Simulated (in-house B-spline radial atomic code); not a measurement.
## RPA correlation on PBE: neutral palladium

Configuration [Kr] 4d10, mean-field start PBE. Computed with an all-electron radial atomic-structure program (B-spline basis): all electrons, non-relativistic, point nucleus, each spin shell either full or empty, empty states to l = 9 with an (l + 1/2)⁻⁴ tail; G0W0 by contour deformation at full frequency.

Without relativity these are model numbers: it shifts the levels of so heavy an element strongly and can reorder them.

The highest G0W0 level has too low a weight to be given.

Command:
```bash
python run_gw.py task.json out
```
Settings (radii: box in bohr, nucleus in fm):
```
Z                        46
electrons                46
configuration            [Kr] 4d10
hamiltonian              nr
method                   pbe,pbe
lmax                     9
spin_polarised           False
box_radius               40
intervals                57
```

Run time, properties included: 2.4 s on 1 thread of Arm Neoverse V2 (shared host).

Energies (hartree):

```tsv
term	value
mean-field total	-4939.79343
Hartree-Fock functional on these orbitals	-4937.88529
direct second order	-4.1982
second-order exchange	1.1504
SOSEX correction	1.0432
```

Question: What is the RPA correlation energy, and what remains with SOSEX?

Answer: RPA gives -3.5465 hartree (-2.1 eV per electron); RPA + SOSEX gives -2.5033, and the second-order doubles -3.0478 hartree (no singles). SOSEX takes back 29 % of the RPA value.
